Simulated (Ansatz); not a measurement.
Cl2CrO2, singlet, geometry from GFN2-xTB (such geometries of metal compounds can be far from the true shape); R2SCAN/pcseg-1 in Ansatz (a quantum-chemistry and plane-wave program).

Ansatz was given this input:
Ansatz 0.2 input:
```yaml
crystal:
  periodic: [false, false, false]
  atoms:
    - {symbol: Cr, position_ang: [0.36161990, -0.06306063, 0.11655214]}
    - {symbol: O, position_ang: [1.44045237, -0.59234025, -0.86408389]}
    - {symbol: O, position_ang: [0.79045337, 0.20330658, 1.58311746]}
    - {symbol: Cl, position_ang: [-0.38616068, 1.66825371, -0.64495912]}
    - {symbol: Cl, position_ang: [-1.17419951, -1.39615227, 0.14204619]}
basis:
  gaussian:
    orbitals: pcseg-1.json
hamiltonian:
  xc: r2scan
```
The basis file holds pcseg-1 in the JSON format of the Basis Set Exchange.

The log (banner, timings and long lists left out):

```
Functional definition: r2SCAN
1100 factors; their error is unknown
mean field evaluation 1: about -57541.5614 eV, gradient 8.4e1 eV
mean field evaluation 2: about -57186.8975 eV, gradient 3.8e2 eV
mean field evaluation 4: about -57548.0946 eV, gradient 5.5e1 eV
mean field evaluation 8: about -57554.7553 eV, gradient 2.0e0 eV
mean field evaluation 16: about -57554.7064 eV, gradient 1.4e-2 eV
mean field -57554.70643941 eV, -2115.0964496673 hartree, gradient 3.8e-5 eV, S^2 0.000000; 0 other end points of the search recorded, 0 dependent functions left out
reference -57554.70645337 eV, -2115.0964501800 hartree; 37, 37 occupied and 58, 58 virtual orbitals, 1100 factors
Total energy: -57554.70645337 eV, -2115.0964501800 hartree
```
